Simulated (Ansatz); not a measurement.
Molecule (SMILES): [BH] (BH) (closed-shell singlet).
Geometry (B3LYP-D3(BJ)/def2-TZVP, fixed):
```
B
H 1 1.2331
```

How fast the dipole moment converges with the basis for several methods (Ansatz, a first-principles code): deviation from each method's own reference, in D. References: CCSD(T) 1.389 D, the value in aug-pcseg-3; HF 1.739 D, the value in aug-cc-pV5Z; MP2 1.616 D, the value in aug-cc-pV5Z; PBE 1.535 D, the value in aug-cc-pV5Z; PBE0 1.589 D, the value in aug-cc-pV5Z. Cartesian d functions, on some or all atoms, in 6-31G**; all else is spherical. In correlated methods cores are frozen. A restricted Hartree-Fock determinant is unstable towards unrestricted orbitals. No added dispersion term, no relativity. The reference of a correlated method is not its basis-set limit, which lies further on.

```
basis            functions  CCSD(T)      HF     MP2     PBE    PBE0
---------------  ---------  -------  ------  ------  ------  ------
def2-SV(P)              16    0.021   0.052   0.085   0.056   0.061
6-31G**                 20   -0.359  -0.261  -0.299  -0.239  -0.237
aug-pcseg-1             32   -0.100   0.002  -0.035   0.007   0.007
6-311++G(2d,2p)         37   -0.041   0.015  -0.018   0.007   0.009
def2-TZVPP              45    0.007   0.019   0.011   0.029   0.024
aug-cc-pVTZ             69   -0.005   0.004  -0.006   0.001   0.003
cc-pVQZ                 85   -0.010  -0.014  -0.019  -0.014  -0.012
aug-pcseg-3            134    0.000   0.005  -0.004   0.001   0.002
```

Mean absolute deviation over 6-311++G(2d,2p), def2-TZVPP, aug-cc-pVTZ: MP2 0.012, PBE0 0.012, PBE 0.013, HF 0.013, CCSD(T) 0.018 D.
